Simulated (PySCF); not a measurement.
# Working out the excitation energy of Li

Li [He] 2s1 (2S) → Li [He] 2p1 (2P). Computed with PySCF 2.14 in x2c-QZVPPall with one added diffuse shell each of s, p type (7s5p2d1f, 39 functions), with scalar relativity by spin-free X2C-1e. Frozen: nothing. Energies in hartree (1 hartree = 27.21139 eV):

| part | Li (lower) | Li (upper) |
| --- | --- | --- |
| UHF | -7.433413 | -7.365694 |
| MP2 opposite-spin | -0.019853 | -0.019838 |
| MP2 same-spin | -0.000428 | -0.000526 |

Question: What does Hartree-Fock give?

Answer: (-7.365694) − (-7.433413) = 0.067719 hartree = 1.843 eV.

Question: What do MP2 and SCS-MP2 (6/5 opposite-spin, 1/3 same-spin) give?

Answer: The opposite-spin parts differ by 0.000 eV and the same-spin parts by -0.003 eV. MP2: 1.843 + (0.000) + (-0.003) = 1.840 eV. SCS-MP2: 1.843 + 1.2 × (0.000) + (-0.003)/3 = 1.842 eV.

Measured between the centres of the two terms (NIST): 1.848 eV, so MP2 (valence and next inner shell) is off by -0.008 eV.

What remains against the reference includes basis incompleteness and correlation beyond second order.
